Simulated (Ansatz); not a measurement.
`C[CH2][Al]([NH2])[F]` + H–F → `C[CH2][Al]([F])[F]` + NH₃ at 298.15 K and 1 bar (ligand exchange at the Al–N bond).

Isolated molecules relaxed with PBE0-D4/def2-TZVP in Ansatz; ΔE leaves out vibrations. CBS: MP2 limit from def2 TZ/QZ plus the TZ coupled-cluster correction, frozen cores. This one scheme is used for every species. One conformer a species, not always the lowest.

```
               species  CCSD(T)/CBS energy (Eh)  H − E (kJ/mol)  S (J/(mol·K))
`C[CH2][Al]([NH2])[F]`               -476.96291           267.6          361.5
                   H–F               -100.39570            33.5          173.6
  `C[CH2][Al]([F])[F]`               -520.88510           204.5          353.7
                   NH₃                -56.50880           100.5          192.4
```

H − E and S are ideal-gas, rigid-rotor, harmonic terms from PBE0-D4/def2-TZVP, for one conformer and one mirror image of each species. 1 Eh = 2625.50 kJ/mol, R = 8.31446 J/(mol·K).

Task: By hand: ΔE, ΔH, ΔS and ΔG.

Result: ΔE = (-520.88510) + (-56.50880) − (-476.96291) − (-100.39570) = -0.03529 Eh = -92.7 kJ/mol. Δ(H − E) = 204.5 + 100.5 − 267.6 − 33.5 = 3.9, so ΔH = -88.8 kJ/mol. ΔS = 353.7 + 192.4 − 361.5 − 173.6 = 11.0 J/(mol·K). ΔG = -88.8 − 298.15 × (11.0)/1000 = -92.1 kJ/mol.

Task: By hand: the equilibrium constant, and the temperature at which ΔG would vanish if ΔH and ΔS stayed fixed.

Result: log₁₀ K = −ΔG/(RT ln 10) = 16.1. ΔH and −TΔS have one sign here, so there is no such temperature.

The number of gas molecules stays the same, so ΔS is small and ΔH decides. A doubt of 5 kJ/mol in ΔE shifts log₁₀ K by 0.9 here. Other conformers and mirror images would add mixing entropy, several J/(mol·K) or more a flexible species. Modes under 60 cm⁻¹, often nearly free rotors, make the harmonic entropy too high. These are equilibria of isolated gas molecules and say nothing of rates. Largest T1 diagnostic: 0.012 (customary marks: 0.02 for closed shells, 0.045 for open ones).

ΔS is within the doubt of such terms, so its sign, and with it that verdict, could turn.
